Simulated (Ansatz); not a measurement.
Basis-set series for C2H6InN (`C=C[NH][InH2]`). The species carries charge 0 and has multiplicity 1. In takes the def2 core potential. The geometry is a stationary point of PBE0-D4/def2-TZVP. It is one conformer, not always the lowest.

| functional | basis | functions | energy (Eh) | HOMO (eV) | LUMO (eV) |
| --- | --- | --- | --- | --- | --- |
| PBE0-D4 | def2-SVP | 98 | -324.40118 | -5.58 | -1.48 |
| PBE0-D4 | def2-QZVPP | 433 | -324.57184 | -5.73 | -1.60 |
| ωB97M-V | def2-SVP | 98 | -324.43154 | -7.71 | 0.10 |
| ωB97M-V | def2-QZVPP | 433 | -324.61028 | -7.88 | -0.19 |

**Question.** Give the rows for def2-TZVPP. (An estimate is asked.)

**Answer.** Computed: 
```tsv
functional	basis	functions	energy (Eh)	HOMO (eV)	LUMO (eV)
PBE0-D4	def2-TZVPP	227	-324.56208	-5.70	-1.58
ωB97M-V	def2-TZVPP	227	-324.60079	-7.85	-0.13
```
